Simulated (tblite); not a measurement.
Compound: C7H9O (doublet state).
Atom-mapped SMILES: `[CH2:1]=[C:2]1[CH2:3][C@@H:4]([CH2:5][O:6])[C:7]1=[CH2:8]` (hydrogens: H9, H10 on C1; H11, H12 on C3; H13 on C4; H14, H15 on C5; H16, H17 on C8)

Geometry (GFN2-xTB, Å), atoms numbered from 1 in this order:
```
atom  x, y, z in Å
C1     2.4757   -0.3131   -0.5439
C2     1.1589   -0.2933   -0.4216
C3     0.0798   -1.3481   -0.5061
C4    -0.9559   -0.2226   -0.3287
C5    -1.8398   -0.2667    0.9699
O6    -2.6440    0.7565    1.0684
C7     0.1738    0.7611   -0.1737
C8     0.1902    2.0421    0.1623
H9     3.0610    0.5861   -0.4592
H10    3.0088   -1.2271   -0.7445
H11    0.1090   -2.0670    0.3120
H12    0.0258   -1.8872   -1.4505
H13   -1.6074   -0.0373   -1.1820
H14   -2.4247   -1.2028    0.8101
H15   -1.1856   -0.4257    1.8551
H16   -0.7340    2.5453    0.3994
H17    1.1016    2.6117    0.2230
```

All values are computed: GFN2-xTB (tblite) harmonic vibrations without scaling, gas phase. Errors from tens to a few hundred cm⁻¹ against measured bands are possible. One conformer, not necessarily the lowest. Open shells enter through the occupations alone, without spin polarisation, and single modes of such species can be off by tens of per cent.

Harmonic wavenumbers (cm⁻¹): 55.9, 85.8, 166.2, 240.5, 252.8, 315.3, 333.6, 435.0, 521.5, 602.1, 673.0, 728.8, 744.8, 812.1, 843.0, 876.4, 887.0, 903.6, 925.1, 968.7, 1024.5, 1065.3, 1108.1, 1121.2, 1166.4, 1195.7, 1201.9, 1208.1, 1238.3, 1266.9, 1368.1, 1392.2, 1399.6, 1442.4, 1686.6, 1733.7, 2624.2, 2728.2, 2984.4, 2995.5, 3007.2, 3088.1, 3104.1, 3125.3, 3133.3.

A = 3998, B = 1534, C = 1185 MHz; mass 109.065 u (most abundant isotopes); point group C1, symmetry number 1; spin multiplicity 2.

Problem. Zero-point energy?

Solution. ½Σν̃ = 29390 cm⁻¹ = 351.59 kJ/mol.

Problem. Give the ideal-gas entropy at 273.15 K and 1 bar in the rigid-rotor, harmonic-oscillator model (classical rotation).

Solution. Translation 165.55, rotation 116.82, vibration 80.44, spin (R ln 2) 5.76: S = 368.6 J/(mol K).

Problem. And Cp and H(273.15 K) − H(0)?

Solution. Cp = 128.18 J/(mol K), of which vibrations give 94.92 (their classical limit is 45 R = 374.2); H(273.15 K) − H(0) = 21.21 kJ/mol without the zero-point energy, 12.12 from vibrations.

Problem. How do the functions run with temperature in this model?

Solution. 
| T (K) | S (J/(mol K)) | Cp (J/(mol K)) | H − H(0) (kJ/mol) | G − H(0) (kJ/mol) | ln q(vib) |
| --- | --- | --- | --- | --- | --- |
| 50 | 240.0 | 47.6 | 1.95 | -10.05 | 0.32 |
| 100 | 278.3 | 64.7 | 4.75 | -23.07 | 1.11 |
| 298.15 | 380.2 | 138.5 | 24.54 | -88.83 | 4.83 |
| 373.15 | 414.6 | 168.6 | 36.07 | -118.64 | 6.34 |
| 500 | 470.3 | 212.1 | 60.33 | -174.80 | 8.97 |
| 750 | 568.4 | 271.1 | 121.34 | -304.96 | 14.21 |
| 1000 | 651.9 | 308.6 | 194.12 | -457.78 | 19.21 |

q(vib) and H(0) count from the zero-point level.

Problem. Blend soft modes into free rotors: weight 1/[1 + (100 cm⁻¹/ν̃)⁴] for the oscillator and the rest for a rotor with moment μB/(μ + B), μ = h/(8π²ν), B = 10⁻⁴⁴ kg m². What vibrational entropy results?

Solution. 74.61 J/(mol K) in place of 80.44, which changes −T·S at 273.15 K by +1.59 kJ/mol.

Problem. What must be added to the electronic energy to get the Gibbs energy at 273.15 K and 1 bar?

Solution. ZPE + [H(273.15 K) − H(0)] − T·S = 351.59 + 21.21 − 100.68 = 272.12 kJ/mol.

Problem. Which modes carry the vibrational entropy at 273.15 K?

Solution. 55.9 cm⁻¹: 18.51; 85.8 cm⁻¹: 14.99; 166.2 cm⁻¹: 9.68; 240.5 cm⁻¹: 6.88; 252.8 cm⁻¹: 6.52; 315.3 cm⁻¹: 4.99 J/(mol K); the other 39 give 18.86 together.

Hindered rotation and anharmonicity are outside this model. Other conformers, if any are populated, would add a mixing term that is left out. The structure is chiral; the term R ln 2 for an equal mix with its mirror image is left out.
